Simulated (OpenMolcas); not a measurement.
# Os4+: ligand-field states by method

Os4+ with its 6 nearest fluoride ions at 1.892 Å, on the Ge site of Cs2GeF6 (a = 9.021 Å, distance in the model lattice 1.804 Å). The rest of the host is ab initio model potentials to 7.6 Å and point charges beyond; the distance is set by hand and nothing relaxes. Ligand basis ANO-RCC-VDZP.

```yaml
Program: OpenMolcas 26.06
Basis: ANO-RCC-VDZP [7s6p4d2f1g]
Scalar_Hamiltonian: DKH2, point nucleus
Active_space: 4 electrons in 5 orbitals (5d)
State_averaging: 2S+1 = 5 even, 5 roots; 2S+1 = 3 even, 45 roots; 2S+1 = 1 even, 50 roots
Spin-orbit_coupling: RASSI with atomic mean-field integrals over the reference wave functions
```

I. CASSCF
II. SS-CASPT2, IPEA 0.25 Eh, imaginary shift 0.1 Eh (closed shells correlated: 5s 5p and the ligand valence shells)

Spin-free states (labels of O, the rotations of Oh) in cm-1, each column counted from its own energy of the first state listed:

```csv
State,Degeneracy,I,II
3T1,3,0,0
1T2,3,8682,6990
1E,2,9784,7440
1A1,1,20419,16510
5E,2,22199,24730
3E,2,36438,35460
2S+1 = 3,3,37657,36500
2S+1 = 3,3,38388,37030
2S+1 = 3,1,39625,38100
2S+1 = 3,1,41053,39290
3E,2,42237,40080
```

From I to II, I's first state of the same spin (3E) moves from 36438 to 35460 cm-1, by about -970 cm-1.

From I to II, I's first state of another spin (1T2) moves from 8682 to 6990 cm-1, by about -1700 cm-1.

I: A least-squares ligand-field fit to the states below 45000 cm-1, each weighted by its degeneracy and with a free common offset, gives 10Dq = 39327 cm-1, B = 675 cm-1 and C = 2796 cm-1 (C/B = 4.14), with an rms deviation of 204 cm-1. The same method and metal basis give the free ion B = 861 cm-1 (fit to its terms below 60000 cm-1, rms deviation 30 cm-1), so the nephelauxetic ratio is β = 675 / 861 = 0.78; it hangs on how both fits weigh the states, and computed free-ion B values tend to be too large, so β mixes covalency with correlation.

χT at 300 K: I 0.20, II 0.18 cm3 K/mol.

The states above are spin-free; spin-orbit coupling is strong here and shifts and splits them by thousands of cm-1.

Roots that are degenerate in the reference are averaged as groups; the widest CASPT2 spread within a group is 500 cm-1 (the 3-fold group of multiplicity 1 near 123000 cm-1 above the lowest state of its run, II). Shifts and gaps below about the spread of the groups concerned are not significant. Over all roots computed the reference weight is 0.70 to 0.72 in II; a low but even weight reflects the number of correlated electrons. The least metal-like active orbital is 72 % on the metal (Löwdin) and no ligand orbital is active, so the numbers are rough. Ligand-to-metal charge-transfer states are missing. With no ligand orbital active B as a rule stays too high, so bands that hang on it stand too high and its fall with covalency is understated. Without dynamic correlation the repulsion within the d shell is too large (B by tens of per cent), so at a given field states of lower spin stand too high (holds for I). With metal d orbitals alone the field can be off either way by tens of per cent (holds for I). With one d shell and no ligand orbital active, 10Dq can be off by a tenth or more (holds for II). No measured value stands beside these numbers; the geometry was set by hand and not optimised.
